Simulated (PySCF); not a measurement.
# Working out the ionisation energy of Co⁺

Co⁺ [Ar] 3d8 (3F) → Co²⁺ [Ar] 3d7 (4F). Calculation: PySCF 2.14, in pcseg-2; no relativity, point nucleus. Frozen: [Ar]. Energies in hartree (1 hartree = 27.21139 eV):

```json
{"part": "UHF", "Co⁺ (lower)": "-1381.109616", "Co²⁺ (upper)": "-1380.584086"}
{"part": "MP2 opposite-spin", "Co⁺ (lower)": "-0.154784", "Co²⁺ (upper)": "-0.086513"}
{"part": "MP2 same-spin", "Co⁺ (lower)": "-0.093708", "Co²⁺ (upper)": "-0.065387"}
```

Task: What does Hartree-Fock give?

Result: (-1380.584086) − (-1381.109616) = 0.525530 hartree = 14.300 eV.

Task: What do MP2 and SCS-MP2 (6/5 opposite-spin, 1/3 same-spin) give?

Result: The opposite-spin parts differ by 1.858 eV and the same-spin parts by 0.771 eV. MP2: 14.300 + (1.858) + (0.771) = 16.929 eV. SCS-MP2: 14.300 + 1.2 × (1.858) + (0.771)/3 = 16.787 eV.

Reference: 17.084 eV (measured; NIST Atomic Spectra Database, ionization energies), between the lowest levels; spin-orbit coupling is absent from the calculation.

The calculation is non-relativistic.

What remains against the reference includes basis incompleteness, the frozen core and correlation beyond second order.
